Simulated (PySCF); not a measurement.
A structure optimised at r2SCAN-D4/def2-SVP, used in a PySCF frequency run:

```xyz
13

Sn     0.4063    -0.3575     0.2429
N      1.2408     1.3030    -0.6561
C     -1.6469    -0.3230    -0.4431
C     -2.2027     1.0984    -0.4913
H      1.3104    -1.6926    -0.3488
H      0.4914    -0.3058     1.9714
H      0.9887     2.1654    -0.1696
H      2.2615     1.2657    -0.6462
H     -1.6487    -0.7822    -1.4456
H     -2.2494    -0.9752     0.2105
H     -2.2481     1.5575     0.5108
H     -3.2270     1.1197    -0.9016
H     -1.5791     1.7483    -1.1264
```
Charge 0, spin multiplicity 1.

**Question.** Write its SMILES and formula.

**Answer.** C[CH2][SnH2][NH2], C2H9NSn

**Question.** What are its rotational constants (standard atomic weights)?

**Answer.** 5.7589, 2.6996, 2.0017 GHz
